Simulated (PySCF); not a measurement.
## N: excitation energy

N [He] 2s2 2p3 (4S) → N [He] 2s1 2p3 3d1 (6D), as a difference of total energies. Calculation: PySCF 2.14, in aug-cc-pVTZ with one added diffuse shell each of s, p, d, f type (6s5p4d3f, 62 functions); the non-relativistic Hamiltonian (point nucleus). Correlated levels: valence: 1s2 frozen. The calculations carry no spin-orbit coupling.

| method | excitation energy (eV) |
| --- | --- |
| UHF | 17.311 |
| LDA | 19.509 |
| PBE | 19.176 |
| PBE0 | 19.149 |
| r2SCAN | 18.787 |
| B97-3 | 19.509 |
| MN15 | 19.832 |
| BP86 | 19.309 |
| r2SCANh | 18.842 |
| MP2 (valence) | 19.169 |
| SCS-MP2 (valence) | 19.529 |

How much does correlation contribute at MP2 (valence)?

19.169 − (17.311) = 1.858 eV, measured against UHF.

The upper state lies above the first ionisation limit, but in LS coupling its spin forbids autoionisation to the ground ion. A Rydberg-like electron needs more diffuse functions than a valence basis has.

The promoted electron is Rydberg-like, and one or two diffuse shells describe it only roughly, which tends to raise the upper state.

In the upper state the promoted electron has a positive orbital energy at LDA, PBE, r2SCAN, MN15, BP86, r2SCANh, so the basis confines it.
